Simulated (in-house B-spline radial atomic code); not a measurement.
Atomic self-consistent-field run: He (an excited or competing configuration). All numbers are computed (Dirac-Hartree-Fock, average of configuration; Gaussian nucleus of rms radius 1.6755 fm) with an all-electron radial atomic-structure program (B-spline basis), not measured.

Command:
```bash
python run_scf.py task.json out
```
Settings (nuclear radius in fm, mass in u):
```
Z                2
configuration    1s1 4f1
hamiltonian      dirac
method           hf
spin_polarised   False
nucleus          gauss
rms_radius       1.6755
atomic_mass      4.0026
speed_of_light   137.035999084
```

Output (hartree, bohr):
```
 radial grid: 97 intervals, B-splines of order 8, outer radius 144.5 bohr

 iter        energy (Eh)    residual
    1         -1.7805311    3.93e-02
    2         -2.0313566    7.49e-07
    3         -2.0313566    3.73e-07

 total energy                       -2.031357
 kinetic                              2.03157
 electron-nucleus                    -4.12543
 electron-electron                    0.06250

 first-order corrections (not in the total)
   Gaunt                            0.00000
   retardation                     -0.00000
   frequency dependence             0.00000
   self-energy                      0.00002
   Uehling                         -0.00000
   Wichmann-Kroll                   0.00000
   recoil                           0.00028

 orbital      occ     eigenvalue          <r>       <r^2>       <1/r>       r_max    small
 1s1/2      1.000       -1.93760     0.749947    0.749907     2.00021      0.4999  5.33e-05
 4f5/2      0.429       -0.03125      17.9995     359.982   0.0625025          16  8.32e-07
 4f7/2      0.571       -0.03125      17.9995     359.983   0.0625024          16  8.32e-07
```

Run time, properties included: 1.1 s on 1 thread of Arm Neoverse V1, with other jobs on the host.

For the Dirac Hamiltonian the kinetic term is c α·p + (β - 1)c².
